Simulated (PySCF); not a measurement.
TiFH3, SMILES [TiH3][F], multiplicity 1. Heavy atoms are numbered as in [TiH3:1][F:2]. Hydrogens are named by the atom that carries them.

Coordinates come from a PBE0-D3(BJ)/def2-TZVP optimisation. The spin state was assumed, not searched. The structure was generated by enumeration; whether it is a known compound was not checked.

These are PBE/pcSseg-2 run with PySCF values and carry that method's errors.

GIAO shieldings, no solvent; atoms alike by connectivity are averaged. δ = σ(ref) − σ: ¹⁹F against CFCl3 (σ = 132.0 ppm); ¹H against TMS (σ = 31.47 ppm), references at their B3LYP-D3(BJ)/def2-TZVP geometries, non-relativistic.

Computed chemical shifts:
```json
[
 {"nucleus": "¹⁹F", "atoms": "F2", "count": "1", "δ (ppm)": "442.8"},
 {"nucleus": "¹H", "atoms": "H on Ti1", "count": "3", "δ (ppm)": "8.72"}
]
```
